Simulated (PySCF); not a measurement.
Compound: C3H7F3Si.
Numbering: `[CH3:1][SiH2:2][CH2:3][C:4]([F:5])([F:6])[F:7]` (hydrogens: H8, H9, H10 on C1; H11, H12 on Si2; H13, H14 on C3)

Torsions of this conformer, `[CH3:1][SiH2:2][CH2:3][C:4]([F:5])([F:6])[F:7]`: C1–Si2–C3–C4 178°, Si2–C3–C4–F5 59°.

The closed-shell ground state was solved at several levels (PySCF, density fitting, gas phase, non-relativistic). One conformer (not necessarily the lowest) at the PBE0-D3(BJ)/def2-SVP geometry, without solvent, vibrations or thermal averaging.

| level | basis functions | HOMO (eV) | LUMO (eV) | gap (eV) | dipole (D) |
| --- | --- | --- | --- | --- | --- |
| PBE/pcSseg-2 | 357 | -8.03 | -0.44 | 7.59 | 2.91 |
| wB97X-D/def2-SVPD | 209 | -11.33 | 1.94 | 13.27 | 3.05 |

Q: Estimate the row for PBE0/pcSseg-1, a basis of 161 functions; the other rows only guide the guess.

A: HOMO -9.45 eV, LUMO 0.92 eV, gap 10.37 eV, dipole 2.92 D.

Q: Over all these levels, which gives the widest orbital gap and which the narrowest?

A: wB97X-D/def2-SVPD (range-separated hybrid) has the widest, 13.27 eV, and PBE/pcSseg-2 (GGA) the narrowest, 7.59 eV. Functional and basis both differ between the two, so the spread mixes both effects.

Q: How far do the dipole and the HOMO energy spread over the levels?

A: The dipole runs from 2.91 to 3.05 D (mean 2.96 D) and the HOMO from -11.33 to -8.03 eV.
